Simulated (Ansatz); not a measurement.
Abridged output of a molecular run in Ansatz:

```
Functional definition: HF
1493 factors; integrals over basis functions are off by at most 1.6e-3 eV
mean field evaluation 1: about -16373.1209 eV, gradient 5.9e1 eV
mean field evaluation 2: about -16373.3428 eV, gradient 5.9e1 eV
mean field evaluation 4: about -16380.2785 eV, gradient 5.9e0 eV
mean field evaluation 8: about -16380.3926 eV, gradient 5.6e-1 eV
mean field evaluation 16: about -16380.3948 eV, gradient 2.0e-6 eV
mean field -16380.39481849 eV, -601.9684065491 hartree, gradient 2.0e-6 eV, S^2 0.000000; 0 other end points of the search recorded, 0 dependent functions left out
9 core orbitals not correlated: weight in the atoms' cores, before any rotation towards them, 1.000 or more for the frozen orbitals, at most 0.000 for the correlated occupied ones
reference -16380.39481849 eV, -601.9684065491 hartree; 27, 27 occupied and 115, 115 virtual orbitals, 1493 factors
second order -39.32589326 eV of doubles, -0.00000000 eV of singles
cycle   1  -39.34043025 eV  change   -1.5e-2 eV  update   1.5e-1
cycle   2  -40.26468565 eV  change   -9.2e-1 eV  update   4.3e-2
cycle   3  -40.51183546 eV  change   -2.5e-1 eV  update   2.1e-2
cycle   4  -40.49838511 eV  change    1.3e-2 eV  update   4.8e-3
cycle   5  -40.49574074 eV  change    2.6e-3 eV  update   2.1e-3
cycle   6  -40.49663555 eV  change   -8.9e-4 eV  update   6.2e-4
cycle   7  -40.49618342 eV  change    4.5e-4 eV  update   2.6e-4
cycle   8  -40.49592930 eV  change    2.5e-4 eV  update   9.6e-5
cycle   9  -40.49598517 eV  change   -5.6e-5 eV  update   4.0e-5
cycle  10  -40.49600072 eV  change   -1.6e-5 eV  update   1.6e-5
perturbative correction -1.06973121 eV, -0.0393118969 hartree
Total energy: -16421.96055042 eV, -603.4959190232 hartree
```

Its atoms:

Cartesian coordinates in Å:
```
C 0.6317 0.0455 1.9849
C 1.1600 -0.4675 0.6700
O 0.0915 -0.6479 -0.2822
C -0.2747 0.4200 -0.9626
O 0.1850 1.5199 -0.8981
C -1.4390 0.0505 -1.9095
F -1.8101 1.1026 -2.6177
F -2.4887 -0.3803 -1.2077
F -1.0734 -0.9186 -2.7492
H 0.2051 1.0429 1.8725
H -0.1305 -0.6250 2.3857
H 1.4495 0.1049 2.7064
H 1.5981 -1.4600 0.7685
H 1.8956 0.2130 0.2390
```

(1) Which basis set was used?
A. def2-TZVPPD
B. def2-SVP
C. def2-SVPD
D. cc-pV(Q+d)Z

(2) Write the keys of the input that set method, charge and spin (a neutral closed shell needs none for the last two).

## Answers

(1) B. It gives 151 functions.

(2) 
```yaml
correlation: {method: ccsd_t}
```
